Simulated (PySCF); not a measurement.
A structure optimised at PBE-D3(BJ)/def2-SVP, used in a PySCF frequency run:

```xyz
7

Mg     0.2617    -0.2483     0.0000
Br    -0.0913     2.0884     0.0000
S      0.6574    -2.5256     0.0000
C     -1.0489    -3.2407     0.0000
H     -1.6218    -2.9606     0.9049
H     -0.9262    -4.3407     0.0000
H     -1.6218    -2.9606    -0.9049
```
Charge 0, spin multiplicity 1.

**Question.** Write its SMILES, formula and point group.

**Answer.** C[S][Mg][Br], CH3BrMgS, Cs

**Question.** What are its rotational constants (standard atomic weights)?

**Answer.** 13.748, 0.70865, 0.67689 GHz
